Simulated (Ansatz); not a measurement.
Reaction (isomerisation): `CC([SiH3])=S` → `CC[Si]S`

Program: Ansatz. Geometries: PBE0-D4/def2-TZVP. ΔE: electronic, gas phase. CBS: MP2 limit from def2 TZ/QZ plus the TZ coupled-cluster correction, frozen cores. This one scheme is used for every species. Functionals use def2-TZVPP. One conformer a species, not always the lowest.

```
       level  ΔE (eV)
      PBE-D4    -0.69
     BLYP-D4    -0.57
CAM-B3LYP-D4    -0.60
         PBE    -0.69
     r2SCAN0    -0.65
       BHLYP    -0.62
 HF/def2-SVP    -0.59
MP2/def2-SVP    -0.46
```

Question: What does CCSD(T)/CBS give? (An estimate is asked.)

Answer: Ansatz gave: -0.60 eV. The listed levels differ from it by -0.09, 0.03, 0.00, -0.09, -0.05, -0.02, 0.01, 0.14 eV.

Largest T1 diagnostic among the species: 0.016.

At CCSD(T), def2-SVP lies +0.07 eV from the extrapolated value and def2-TZVPP +0.01 eV. From r2SCAN to r2SCAN0 (25 % exact exchange), in def2-TZVPP and without D4, ΔE moves by −0.07 eV. Leaving LDA and LC-ωPBE aside and taking each functional with its dispersion term where it has one, the values, not all of them listed here, spread over 0.17 eV, from ωB97M-V to B2PLYP. LDA lies −0.06 eV from PBE without D4.
